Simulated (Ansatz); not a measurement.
The cluster Cu2Pd⁺. Charge 1, multiplicity 2. Geometry PBE0-D4/def2-TZVP; atoms count from 1.

```xyz
3

Pd   -1.252    0.438   -0.617
Cu    0.845   -0.928   -0.640
Cu    0.407    0.490    1.257
```

In the def2 sets Pd takes a core potential; there is no spin–orbit coupling. No other spin state of charge 1 was run. The structure comes from a short search, and lower isomers may exist.

(1) Estimate the Mulliken populations from the PBE0/def2-TZVP orbitals of Ansatz.

(2) Where does the spin sit?

(3) And the Mayer bond orders between bonded heavy atoms (over 0.3)?

## Answers

(1) 
| atom | charge (e) | spin (α − β) | d electrons |
| --- | --- | --- | --- |
| Pd1 | 0.30 | 0.90 | 9.10 |
| Cu2 | 0.35 | 0.05 | 9.93 |
| Cu3 | 0.35 | 0.05 | 9.93 |
Mulliken values and Mayer orders depend strongly on the basis.

(2) Summed by element: Pd 0.90, Cu 0.10, of 1 unpaired in all. Largest on single atoms: Pd1 0.90, Cu2 0.05, Cu3 0.05.

(3) Pd1–Cu2 0.62 (2.50 Å); Pd1–Cu3 0.62 (2.50 Å); Cu2–Cu3 0.48 (2.41 Å).
